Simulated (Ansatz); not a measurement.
Ansatz (a quantum-chemistry and plane-wave program) input:

Ansatz 0.2 input:
```yaml
crystal:
  periodic: [false, false, false]
  atoms:
    - {symbol: Si, position_ang: [1.11244616, -0.36281028, 0.75260270]}
    - {symbol: C, position_ang: [1.72931665, 1.16064541, -0.08657419]}
    - {symbol: N, position_ang: [-0.38632311, -0.97006705, -0.23265824]}
    - {symbol: Si, position_ang: [-1.75342021, 0.26720417, -0.55162347]}
    - {symbol: H, position_ang: [2.01321848, -1.52421552, 0.69576422]}
    - {symbol: H, position_ang: [0.51524024, -0.16269947, 2.08129264]}
    - {symbol: H, position_ang: [1.01288258, 1.98204168, -0.04046421]}
    - {symbol: H, position_ang: [1.99040063, 0.97522420, -1.13021476]}
    - {symbol: H, position_ang: [2.63801195, 1.49287963, 0.42239799]}
    - {symbol: H, position_ang: [-0.77690760, -1.77484951, 0.26418403]}
    - {symbol: H, position_ang: [-1.91168480, 0.94587424, 0.74125226]}
    - {symbol: H, position_ang: [-1.20550610, 1.12035274, -1.61280477]}
    - {symbol: H, position_ang: [-2.90853619, -0.54256034, -0.95933160]}
    - {symbol: H, position_ang: [-0.06512084, -1.34696509, -1.12773210]}
basis:
  gaussian:
    orbitals: cc-pVTZ-DK
total_charge: 1
magnetization: {spin_polarized: false}
correlation: {method: ccsd_t, electrons: outside_noble_gas}
```

Q: Predict the final energy.

A: -677.87549 Eh (X2C-CCSD(T)/cc-pVTZ-DK). The basis has 268 functions.

It need not be the lowest isomer of its formula.
